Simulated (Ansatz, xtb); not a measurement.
## Relaxing a trial structure of AlFGeH3Sb

The starting geometry of this gas-phase singlet was built from a drawn formula by distance geometry and a force field; its bonds are those of `[F][Sb]1[AlH][GeH2]1`.

```yaml
atoms:
  - { symbol: Al, position_ang: [-2.2255, 0.7015, 1.9160] }
  - { symbol: F, position_ang: [-4.6325, 0.5485, -0.4674] }
  - { symbol: Ge, position_ang: [-1.2904, 0.7811, -0.3667] }
  - { symbol: Sb, position_ang: [-3.4472, 2.1164, -0.0011] }
  - { symbol: H, position_ang: [-2.1721, 0.2031, 3.4421] }
  - { symbol: H, position_ang: [-0.0090, 1.5467, -0.4351] }
  - { symbol: H, position_ang: [-1.4456, -0.5767, -1.1648] }
```

Task: Where would you expect an optimisation with r2SCAN-D4/def2-SVP to take it?

Result: A new bond forms, giving a structure with F2 bridging Al1 and Sb4, given below by its coordinates. Distances that change by over a tenth: F2–Sb4 (2.02 → 2.32 Å). Contacts that close: Al1–F2 (3.39 → 1.79 Å).

The energy falls by 1.57 eV over 17 steps:

| step | E − E(last) (eV) |
| --- | --- |
| 1 | 1.569 |
| 3 | 1.202 |
| 5 | 1.010 |
| 6 | 0.826 |
| 8 | 0.171 |
| 10 | 0.039 |
| 12 | 0.004 |
| 13 | 0.001 |
| 15 | 0.000 |
| 17 | 0.000 |

Final geometry (Å):

```xyz
7

Al   -2.5878    0.5459    1.6290
F    -4.1711    0.4055    0.8126
Ge   -1.3060    0.5767   -0.4283
Sb   -3.3442    2.2886   -0.2649
H    -2.5389    0.3246    3.1882
H    -0.0464    1.4576   -0.3071
H    -1.2278   -0.2784   -1.7065
```

From the same start GFN2-xTB ends elsewhere, differing in Al1–Ge3 (2.94 against 2.42 Å here), Al1–H6 (1.56 against 3.32 Å here), F2–Sb4 (3.46 against 2.32 Å here), Ge3–H6 (2.79 against 1.54 Å here).

No frequencies were run, so the end isn't proven a minimum. Atoms past krypton carry core potentials, without spin–orbit terms. Run with Ansatz 0.2.0, 35 s on 2 threads of Intel(R) Xeon(R) Platinum 8375C CPU @ 2.90GHz (Ice Lake), with other jobs on the host.
